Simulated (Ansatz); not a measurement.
Basis-set extrapolation for C2H6S2Si, SMILES `CS[Si]SC` (PBE0-D4/def2-TZVP geometry, frozen core, Ansatz 0.2.0). Multiplicity 1, RHF reference.

```csv
,def2-TZVPP,def2-QZVPP
HF,-1163.298763,-1163.333294
MP2 correlation,-0.809977,-0.872695
CCSD(T) correlation,-0.914615,not run
```

Energies in hartree. Use E(X) = E(∞) + A·exp(−7.88·√X) for Hartree–Fock and E(X) = E(∞) + B·X^(−2.97) for correlation, with X = 3 and 4, and add CCSD(T) minus MP2 of the smaller set to the MP2 limit.

Problem. What is the CCSD(T) energy at the basis-set limit?

Solution. HF limit: -1163.333294 + (-0.034531) × 0.13774 = -1163.33805. MP2 limit: -0.872695 + (-0.062718) × 0.74074 = -0.91915. Higher-order term: -0.914615 − (-0.809977) = -0.10464. Total: -1164.36184 hartree, 389.8 kJ/mol below CCSD(T)/def2-TZVPP.
